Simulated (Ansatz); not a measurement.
System: C₂H₆Mg, charge 0, singlet. C2H6Mg (SMILES [CH3][Mg][CH3]).
B3LYP-D3(BJ)/def2-TZVP minimum from Ansatz (an electronic-structure program):
```
Mg
C 1 2.0933
H 2 1.0942 1 111.79
H 2 1.0942 3 107.06 1 122.73
H 2 1.0942 3 107.06 4 114.53
C 1 2.0933 4 157.88 2 180.00
H 6 1.0942 1 111.79 4 -66.30
H 6 1.0942 7 107.06 1 -122.73
H 6 1.0942 7 107.06 8 -114.53
```

Total energies in hartree (Ansatz). Open shells are spin-unrestricted; no spin-orbit coupling. Cores are frozen in correlated methods. No relativity. Where a partner has so few electrons that a lower coupled-cluster level is exact, that level stands in.

```csv
species,HF/def2-TZVPP,CCSD(T)/def2-TZVPP,HF/def2-QZVPP,CCSD(T)/def2-QZVPP,CCSD(T)/def2-SVP,CCSDT(Q)/def2-SVP
1: C2H6Mg (SMILES [CH3][Mg][CH3]),-278.84288,-279.30422,-278.85560,-279.33937,-279.06371,-279.06515
2: Mg (singlet),-199.60663,-199.63935,-199.61449,-199.64829,-199.56676,-199.56676
3: C (triplet),-37.69248,-37.78103,-37.69363,-37.78651,-37.71541,-37.71574
4: H (doublet),-0.49981,-0.49981,-0.49998,-0.49998,-0.49928,-0.49928
```

Q: Work out the atomisation energy (electronic, to ground-state atoms) in kcal/mol: take Hartree-Fock from def2-QZVPP, extrapolate the CCSD(T) correlation energy as X^-3 (X = 3, 4), and add CCSDT(Q) - CCSD(T) in def2-SVP. 1 hartree = 627.51 kcal/mol.

A: 
Species 1: correlation (64·(-0.48377) - 27·(-0.46134))/37 = -0.50014; step -0.00144; E1 = -278.85560 + (-0.50014) + (-0.00144) = -279.35718
Species 2: correlation (64·(-0.03380) - 27·(-0.03272))/37 = -0.03459; step +0.00000; E2 = -199.61449 + (-0.03459) + (+0.00000) = -199.64908
Species 3: correlation (64·(-0.09288) - 27·(-0.08855))/37 = -0.09604; step -0.00033; E3 = -37.69363 + (-0.09604) + (-0.00033) = -37.79000
Species 4: correlation (64·(0.00000) - 27·(0.00000))/37 = 0.00000; step +0.00000; E4 = -0.49998 + (0.00000) + (+0.00000) = -0.49998
-1·E1 +1·E2 +2·E3 +6·E4 = 1.12822 hartree = 708.0 kcal/mol.
